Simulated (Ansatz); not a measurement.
Reaction (isomerisation): `C=C(F)[SiH2]Cl` → `F[Si@H]1C[C@@H]1Cl`

Calculated with Ansatz (gas phase, PBE0-D4/def2-TZVP geometries, no zero-point term in ΔE). CCSD(T)/CBS is the MP2 limit (def2-TZVPP, def2-QZVPP) plus CCSD(T) − MP2 in def2-TZVPP, frozen cores. Functionals use def2-TZVPP. Each species was taken in one conformer, which may not be the lowest.

```tsv
level	ΔE (kJ/mol)	difference from CCSD(T)/CBS
PBE-D4	-3.6	0.4
r2SCAN-D4	-4.0	0.0
ωB97M-V	-2.6	1.4
B2PLYP	2.8	6.8
PBE	-3.2	0.8
PBE0	-7.9	-3.9
SCS-MP2/def2-TZVPP	-4.5	-0.5
CCSD/def2-TZVPP	0.4	4.4
HF/CBS(def2)	25.9	29.9
MP2/CBS(def2)	-18.9	-14.9
CCSD(T)/CBS	-4.0	0
```

Largest T1 diagnostic among the species: 0.012.

From PBE to PBE0 (25 % exact exchange), in def2-TZVPP and without D4, ΔE moves by −4.7 kJ/mol. In def2-TZVPP, CCSD(T) changes the Hartree–Fock value by −28.0 kJ/mol (the triples alone add −0.6 kJ/mol) and MP2 by −42.9 kJ/mol.
